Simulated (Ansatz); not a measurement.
`F[Si](F)([SiH3])Br` + HBr → `F[Si](F)(Br)Br` + SiH₄ at 700 K and 1 bar (cleavage of the Si–Si bond).

Program: Ansatz. Geometries: PBE0-D4/def2-TZVP. ΔE: electronic, gas phase. CBS: MP2 limit from def2 TZ/QZ plus the TZ coupled-cluster correction, frozen cores. This one scheme is used for every species. For Br outer-core shells are correlated without core-valence functions, which leaves a few kJ/mol of doubt a bond. Scalar relativity is left out up to krypton.

```csv
species,CCSD(T)/CBS energy (Eh),H − E (kJ/mol),S (J/(mol·K))
`F[Si](F)([SiH3])Br`,-3353.04613,162.1,486.6
HBr,-2573.91920,36.5,223.7
`F[Si](F)(Br)Br`,-5635.53679,80.6,427.8
SiH₄,-291.46306,115.5,252.9
```

H − E and S are ideal-gas, rigid-rotor, harmonic terms from PBE0-D4/def2-TZVP. 1 Eh = 2625.50 kJ/mol, R = 8.31446 J/(mol·K).

Task: By hand: ΔE, ΔH, ΔS and ΔG.

Result: ΔE = (-5635.53679) + (-291.46306) − (-3353.04613) − (-2573.91920) = -0.03452 Eh = -90.6 kJ/mol. Δ(H − E) = 80.6 + 115.5 − 162.1 − 36.5 = -2.5, so ΔH = -93.1 kJ/mol. ΔS = 427.8 + 252.9 − 486.6 − 223.7 = -29.6 J/(mol·K). ΔG = -93.1 − 700 × (-29.6)/1000 = -72.4 kJ/mol.

Task: By hand: the equilibrium constant, and the temperature at which ΔG would vanish if ΔH and ΔS stayed fixed.

Result: log₁₀ K = −ΔG/(RT ln 10) = 5.4. ΔG = 0 at ΔH/ΔS = 3145 K, far beyond where these terms or the molecules hold.

ΔH outweighs TΔS. A doubt of 5 kJ/mol in ΔE shifts log₁₀ K by 0.4 here. These are equilibria of isolated gas molecules and say nothing of rates. Largest T1 diagnostic: 0.011 (customary marks: 0.02 for closed shells, 0.045 for open ones).
